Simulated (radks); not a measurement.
Values are calculated unless marked as measured or tabulated.
The nuclear charge of the gallium ion Ga2+ is varied continuously with 29 electrons held in [Ar] 3d10 4s1. Code: a radial shooting solver on a logarithmic mesh with Libxc functionals. Model: scalar-relativistic Kohn-Sham, PBE, spin-polarised, spherical densities, finite nucleus; open shells are filled with parallel spins first; Fermi nuclear charge, rms radius 3.9973 fm. By the Hellmann-Feynman theorem dE/dZ = E(electron-nucleus)/Z, the electronic potential at the nucleus (averaged over a nucleus of fixed radius). The scalar-relativistic energy here is not variational (the density holds large components alone), so the two differ by a part that grows with Z.

Z     E (hartree)  E(electron-nucleus)/Z (hartree)  HOMO  e(HOMO) (eV)  <r> HOMO (bohr)
30.5  -1868.49656                         -147.129    4s       -20.304            2.214
30.6  -1883.25873                         -147.775    4s       -21.535            2.183
30.7  -1898.08559                         -148.419    4s       -22.790            2.153
30.8  -1912.97712                         -149.064    4s       -24.068            2.124
30.9  -1927.93331                         -149.708    4s       -25.370            2.097
31    -1942.95414                         -150.353    4s       -26.694            2.070
31.1  -1958.03959                         -150.997    4s       -28.042            2.044
31.2  -1973.18966                         -151.641    4s       -29.412            2.019
31.3  -1988.40432                         -152.285    4s       -30.805            1.995
31.4  -2003.68358                         -152.928    4s       -32.220            1.972
31.5  -2019.02742                         -153.572    4s       -33.657            1.949
31.6  -2034.43584                         -154.216    4s       -35.115            1.927
31.7  -2049.90883                         -154.859    4s       -36.596            1.906
31.8  -2065.44638                         -155.503    4s       -38.098            1.885
31.9  -2081.04850                         -156.146    4s       -39.622            1.865
32    -2096.71519                         -156.790    4s       -41.167            1.845

The central difference of E at Z = 31 is -150.531 hartree, to compare with the third column; the second derivative is -6.46 hartree.
